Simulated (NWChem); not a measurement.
Species: CH3FO3Si; SMILES O=C(O)[Si@H](O)F

```xyz
9

O      1.0645    -1.4511     0.6344
C      0.0753    -1.0805     0.0282
O     -0.8957    -1.9242    -0.3756
Si    -0.1600     0.7795    -0.3862
O      1.3453     1.4031    -0.1936
F     -1.2135     1.3604     0.6835
H     -0.6415    -2.8240    -0.0803
H     -0.6655     1.0741    -1.7379
H      1.9036     0.8529     0.3821
```
Atoms are numbered in this order, from 1.

All runs: NWChem. Medium grid unless said otherwise, to which SCAN and Minnesota functionals are sensitive. Geometry: optimised at B3LYP/6-31G* (spherical d). Hybrids' shares of exact exchange are those that their runs print; pure functionals count as 0. The functionals differ in more than this share.

```csv
row,share of exact exchange,orbital gap (eV)
PBE/def2-TZVP,0.00,4.46
r2SCAN/def2-TZVP,0.00,4.95
TPSSh/def2-TZVP,0.10,5.73
B3LYP/def2-TZVP,0.20,withheld
PW6B95/def2-TZVP,0.28,7.26
```

Q: Fit a straight line of the last column on the one before it, predict the withheld value, and compare with the run.

A: 
1. Means of the 4 shown rows: x = 0.095, y = 5.600. Slope Σ(x − x̄)(y − ȳ)/Σ(x − x̄)² = 0.4778/0.05230 = 9.136; intercept 4.732.
2. The shown rows scatter about the line by 0.180 (root mean square); the largest residual is -0.27, at PBE/def2-TZVP.
3. At x = 0.20 (B3LYP/def2-TZVP; inside the shown range) the line gives 6.56.
4. The run gives 6.58, +0.02 from the line, 0.1 times the scatter.
